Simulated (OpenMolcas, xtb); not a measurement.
**CH4OZn (SMILES [CH3][Zn][OH]): methods side by side**

CH4OZn: 7 atoms, total charge 0, spin state singlet. SMILES: `[CH3][Zn][OH]`. The shape is that of a PBE0-D4/def2-TZVP optimisation.

```xyz
7

C    -0.9840    0.6563   -0.3301
Zn    0.5735   -0.4008    0.0473
O     2.0287   -1.3998    0.2764
H    -1.7558    0.0477   -0.8057
H    -0.7348    1.4819   -0.9999
H    -1.3970    1.0750    0.5900
H     2.3304   -1.5285    1.1763
```

Each level gives the energy change with the Zn2–O3 bond stretched from 1.780 to 2.670 Å (eV). The values are calculated.

```json
{"level": "GFN1-xTB", "kind": "semi-empirical", "program": "xtb", "value (eV)": "1.34", "CPU time (all runs)": "under 2 s"}
{"level": "HF/cc-pVDZ (unrestricted)", "kind": "Hartree–Fock", "program": "OpenMolcas", "value (eV)": "2.89", "CPU time (all runs)": "34 s"}
{"level": "SVWN5/cc-pVDZ (restricted)", "kind": "LDA", "program": "OpenMolcas", "value (eV)": "2.97", "CPU time (all runs)": "71 s"}
{"level": "PBE/cc-pVDZ (restricted)", "kind": "GGA", "program": "OpenMolcas", "value (eV)": "2.55", "CPU time (all runs)": "93 s"}
{"level": "revPBE/cc-pVDZ (restricted)", "kind": "GGA", "program": "OpenMolcas", "value (eV)": "2.41", "CPU time (all runs)": "95 s"}
{"level": "TPSS/cc-pVDZ (restricted)", "kind": "meta-GGA", "program": "OpenMolcas", "value (eV)": "2.61", "CPU time (all runs)": "2.1 min"}
{"level": "r2SCAN/cc-pVDZ (restricted)", "kind": "meta-GGA", "program": "OpenMolcas", "value (eV)": "2.80", "CPU time (all runs)": "1.9 min"}
{"level": "BHLYP/cc-pVDZ (restricted)", "kind": "global hybrid", "program": "OpenMolcas", "value (eV)": "2.92", "CPU time (all runs)": "84 s"}
{"level": "B2PLYP/cc-pVDZ (restricted)", "kind": "double hybrid", "program": "OpenMolcas", "value (eV)": "2.76", "CPU time (all runs)": "75 s"}
{"level": "MP2/cc-pVDZ (restricted)", "kind": "perturbation theory", "program": "OpenMolcas", "value (eV)": "2.97", "CPU time (all runs)": "27 s"}
```

The first shape isn't each level's own minimum. The values span 1.34 to 2.97 eV. CPU times are rough (shared hosts, several kinds of processor): they show what a rung costs within a factor of a few.
